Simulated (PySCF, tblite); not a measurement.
Compound: C₄H₁₂N₂OSi.
Numbering: `[CH3:1][C@H:2]([NH2:3])[CH2:4]/[CH:5]=[N:6]\[SiH2:7][OH:8]` (hydrogens: H9, H10, H11 on C1; H12 on C2; H13, H14 on N3; H15, H16 on C4; H17 on C5; H18, H19 on Si7; H20 on O8)

Geometry (GFN2-xTB, Å), atoms numbered from 1 in this order:
```
atom  x, y, z in Å
C1    -2.3569    0.3815    0.2757
C2    -0.9571    0.9321   -0.0157
N3    -0.5069    0.6440   -1.3750
C4     0.0883    0.3946    0.9815
C5     0.3113   -1.0865    0.8259
N6     1.2292   -1.6552    0.1995
Si7    2.5603   -1.0364   -0.7365
O8     2.2608    0.3603   -1.5102
H9    -2.3785   -0.6982    0.1400
H10   -3.0848    0.8272   -0.4010
H11   -2.6547    0.6106    1.2956
H12   -0.9807    2.0250    0.0830
H13   -0.5715   -0.3549   -1.5511
H14   -1.0941    1.1182   -2.0522
H15   -0.2558    0.6047    1.9956
H16    1.0313    0.9126    0.8076
H17   -0.4342   -1.7204    1.3167
H18    3.6823   -0.7911    0.1617
H19    2.7695   -2.1122   -1.7018
H20    1.3367    0.6547   -1.5872
```

Theory: PBE0/pcSseg-1 in PySCF (dipole) on a GFN2-xTB geometry, gas phase.

Masses are those of the commonest isotopes; rigid-rotor values at the optimised geometry. The values belong to one conformer with, in the numbering `[CH3:1][C@H:2]([NH2:3])[CH2:4]/[CH:5]=[N:6]\[SiH2:7][OH:8]`, C1–C2–N3–H -54° and 65°, C1–C2–C4–C5 67°, C2–C4–C5–N6 98°, C5–N6–Si7–O8 -32°, N6–Si7–O8–H -14°.

Q: What are A, B and C (GHz)?

A: Ia = 165.13, Ib = 465.94, Ic = 555.69 u·Å²; 505379 MHz·u·Å²/I gives 3061, 1085 and 909.5 MHz, that is A = 3.0606, B = 1.0846, C = 0.9095 GHz.

Q: Classify the top.

A: An asymmetric top. Ray's parameter κ = (2B − A − C)/(A − C) = -0.837; −1 is the prolate and +1 the oblate limit.

Q: What does the inertial defect say?

A: Not planar: Δ = Ic − Ia − Ib = -75.37 u·Å². For a rigid frame Δ = −2 Σ m c², so Σ m c² = 37.69 u·Å² lies off the ab plane: 14.39 from hydrogen and 23.30 from heavier atoms. The atom farthest from that plane is 1.62 Å away.

Q: Which types of transition are allowed, and where do some lines up to J = 3 fall?

A: The dipole components are |μa| = 4.84 D, |μb| = 0.22 D, |μc| = 0.05 D. Intensities carry the squares of the components, which stand as 1.00 : 0.00 : 0.00 (a : b : c). Some lines, for components of 0.1 D or more:

| type | branch | J(Ka,Kc) | MHz | lower level (cm⁻¹) |
| --- | --- | --- | --- | --- |
| a | R | 1(0,1) ← 0(0,0) | 1994 | 0.000 |
| b | R | 2(0,2) ← 1(1,1) | 2001 | 0.132 |
| b | Q | 3(1,2) ← 3(0,3) | 2637 | 0.397 |
| a | R | 2(1,2) ← 1(1,1) | 3813 | 0.132 |
| a | R | 2(0,2) ← 1(0,1) | 3977 | 0.067 |
| b | R | 3(0,3) ← 2(1,2) | 4126 | 0.260 |
| a | R | 2(1,1) ← 1(1,0) | 4163 | 0.138 |
| a | R | 3(1,3) ← 2(1,2) | 5713 | 0.260 |
| b | Q | 3(2,1) ← 3(1,2) | 5728 | 0.485 |
| a | R | 3(0,3) ← 2(0,2) | 5938 | 0.199 |
| b | Q | 2(2,0) ← 2(1,1) | 5939 | 0.277 |
| a | R | 3(2,1) ← 2(2,0) | 6027 | 0.475 |
| b | Q | 2(2,1) ← 2(1,2) | 6453 | 0.260 |
| b | Q | 3(2,2) ← 3(1,3) | 6723 | 0.450 |
| b | R | 3(1,3) ← 2(0,2) | 7525 | 0.199 |
| b | R | 2(2,1) ← 1(1,0) | 10091 | 0.138 |
| b | Q | 3(3,0) ← 3(2,1) | 10269 | 0.676 |
| b | R | 3(2,2) ← 2(1,1) | 11910 | 0.277 |
| b | R | 3(2,1) ← 2(1,2) | 12491 | 0.260 |
| b | R | 3(3,1) ← 2(2,0) | 16296 | 0.475 |

Q: Estimate the classical rotational partition function at 100 K, 298.15 K and 500 K.

A: Point group C1, symmetry number σ = 1; q = (√π/σ)·√((kT/h)³/(ABC)), k/h = 20836.6 MHz/K: 97000 at 100 K, 499000 at 298.15 K, 1080000 at 500 K.

Its GFN2-xTB frequencies are all real (lowest 34 cm⁻¹). These are rigid-rotor constants of the computed structure; measured ground-state constants (B0) also hold zero-point vibration. A rigid rotor knows nothing of inversion at nitrogen or internal rotation, which can split or shift real lines. Quadrupole hyperfine structure (14N) is left out.
